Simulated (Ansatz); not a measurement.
`BN(C)CC`, relaxed with RKS PBE0-D4/def2-TZVP in Ansatz from a PBE-D4/def2-SVP geometry. The force threshold is 0.005 eV/Å; the program also tests the step.

Total charge 0; spin multiplicity 1.

Start:

```xyz
15

B     1.210    0.842    0.777
N     0.065    0.594    0.009
C    -0.714    1.675   -0.582
C    -0.501   -0.722   -0.310
C     0.225   -1.926    0.270
H     1.847   -0.070    1.260
H     1.545    2.001    0.946
H    -1.765    1.660   -0.212
H    -0.262    2.650   -0.327
H    -0.756    1.579   -1.691
H    -0.550   -0.816   -1.420
H    -1.564   -0.730    0.030
H    -0.302   -2.850   -0.038
H     0.251   -1.897    1.377
H     1.271   -1.990   -0.090
```

```tsv
step	energy (eV)	largest force (eV/Å)	largest move (Å)
1	-5436.4402	0.438	0.000
2	-5436.4958	0.128	0.032
3	-5436.5007	0.022	0.012
4	-5436.5008	0.011	0.005
5	-5436.5008	0.004	0.001
```

End:

```xyz
15

B     1.196    0.829    0.771
N     0.064    0.587    0.010
C    -0.708    1.660   -0.579
C    -0.503   -0.714   -0.309
C     0.226   -1.904    0.267
H     1.820   -0.071    1.248
H     1.529    1.968    0.937
H    -1.741    1.644   -0.212
H    -0.261    2.619   -0.327
H    -0.744    1.562   -1.670
H    -0.549   -0.807   -1.402
H    -1.546   -0.723    0.035
H    -0.291   -2.818   -0.035
H     0.252   -1.872    1.358
H     1.255   -1.960   -0.091
```

Hardware: 4 threads of an Intel Xeon on a shared host. Wall time 60 s, peak host memory 0.57 GiB.
